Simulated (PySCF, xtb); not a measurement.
2-chloro-3,3-difluoroprop-1-ene (C3H3ClF2), SMILES C=C(Cl)C(F)F.

GFN2-xTB (xtb) at its own geometry gives an orbital gap of 4.56 eV and a dipole moment of 1.89 D.

The structure is a stationary point at PBE0-D3(BJ)/def2-SVP. Other conformers were not sampled.

Q: What does PySCF with PBE/def2-TZVP give? (An estimate is asked for; the answer gives what the named calculation found.)

A: gap 4.92 eV (levels -6.77 and -1.85 eV), dipole 1.46 D.
